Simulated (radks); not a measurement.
Isoelectronic series with 40 electrons, all held in the configuration [Kr] 4d4, which need not be the ground one along the series. All-electron calculation, scalar-relativistic Kohn-Sham, PBE, spin-polarised, spherical densities, finite nucleus; open shells are filled with parallel spins first (spin-orbit coupling, left out, can overturn this in heavy ions); Fermi nuclear charge, rms radius of each element as measured or else 0.836 A^(1/3) + 0.57 fm. Program: a radial shooting solver on a logarithmic mesh with Libxc functionals. Total energies (hartree) and orbital eigenvalues (hartree) (* marks an orbital that is empty in some or all of the ions):

| ion | E (hartree) | 4d down* | 4d up | 4p down |
|---|---|---|---|---|
| Pd6+ | -5036.31958 | -3.28212 | -3.43751 | -5.23400 |
| In9+ | -5856.73301 | -6.01380 | -6.19786 | -8.44040 |
| Te12+ | -6745.89622 | -9.36659 | -9.57801 | -12.27724 |
| Cs15+ | -7704.9174 | -13.32138 | -13.55945 | -16.73040 |
| Ce18+ | -8735.0512 | -17.86831 | -18.13260 | -21.79459 |
| Pm21+ | -9837.7109 | -23.00194 | -23.29220 | -27.46884 |
| Gd24+ | -11014.4417 | -28.71935 | -29.03542 | -33.75466 |
| Ho27+ | -12267.0608 | -35.01913 | -35.36092 | -40.65524 |
| Yb30+ | -13597.4424 | -41.90094 | -42.26841 | -48.17499 |
